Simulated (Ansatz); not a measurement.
Gas-phase electronic energies from Ansatz, PBE0-D4/def2-TZVP geometries. CCSD(T)/CBS adds triple-zeta CCSD(T) − MP2 to the extrapolated MP2 energy (def2 sets, frozen cores). DFT in def2-TZVPP. def2 core potentials past Kr. For Br, Ge, In outer-core shells are correlated without core-valence functions, which leaves a few kJ/mol of doubt a bond. Scalar relativity is left out up to krypton. Each species was taken in one conformer, which may not be the lowest.

Reaction (substitution at a C–Si bond): `C[SiH](F)[GeH3]` + `[OH][InH][Br]` → `C[O][InH][Br]` + `F[SiH2][GeH3]`

`C[SiH](F)[GeH3]`:

Cartesian coordinates in Å:
```
C 0.340 1.211 -1.216
Si 0.838 -0.164 -0.069
F 1.424 -1.381 -0.944
Ge -0.994 -0.983 1.214
H -0.023 2.066 -0.638
H 1.192 1.542 -1.815
H -0.457 0.895 -1.892
H 1.935 0.284 0.831
H -1.551 0.145 2.102
H -2.132 -1.471 0.301
H -0.571 -2.145 2.127
```

`[OH][InH][Br]`:

Z-matrix (Å, degrees):
```
In
O 1 1.973
Br 1 2.454 2 109.4
H 1 1.701 2 127.1 3 -180.0
H 2 0.960 1 113.2 3 180.0
```

`C[O][InH][Br]`:

Cartesian coordinates in Å:
```
C -0.577 0.721 -0.947
O 0.666 0.137 -0.649
In 1.052 -0.896 0.976
Br -0.941 -1.037 2.431
H -1.339 0.545 -0.179
H -0.458 1.805 -1.062
H -0.955 0.320 -1.895
H 2.552 -1.593 1.324
```

`F[SiH2][GeH3]`:

```xyz
8

F     0.607   -1.949   -1.026
Si   -0.096   -0.506   -1.070
Ge    0.081    0.533    1.063
H     0.585    0.297   -2.118
H    -1.516   -0.707   -1.455
H    -0.623   -0.304    2.142
H    -0.591    1.916    1.002
H     1.552    0.722    1.462
```

```csv
species,r2SCAN-D4 energy (Eh)
`C[SiH](F)[GeH3]`,-2508.69778
`[OH][InH][Br]`,-2840.83681
`C[O][InH][Br]`,-2880.12099
`F[SiH2][GeH3]`,-2469.37345
```

Task: Work out ΔE.

Result: ΔE = (-2880.12099) + (-2469.37345) − (-2508.69778) − (-2840.83681) = 0.04015 Eh = +105.4 kJ/mol. CCSD(T)/CBS gives +105.5 kJ/mol.

Largest T1 diagnostic among the species: 0.014.

From BLYP to BHLYP (50 % exact exchange), in def2-TZVPP and without D4, ΔE moves by +3.6 kJ/mol. Leaving LDA and LC-ωPBE aside and taking each functional with its dispersion term where it has one, the values, not all of them listed here, spread over 11.6 kJ/mol, from BLYP-D4 to r2SCAN0-D4. In def2-TZVPP, CCSD(T) changes the Hartree–Fock value by +10.7 kJ/mol (the triples alone add +0.4 kJ/mol) and MP2 by +17.9 kJ/mol.
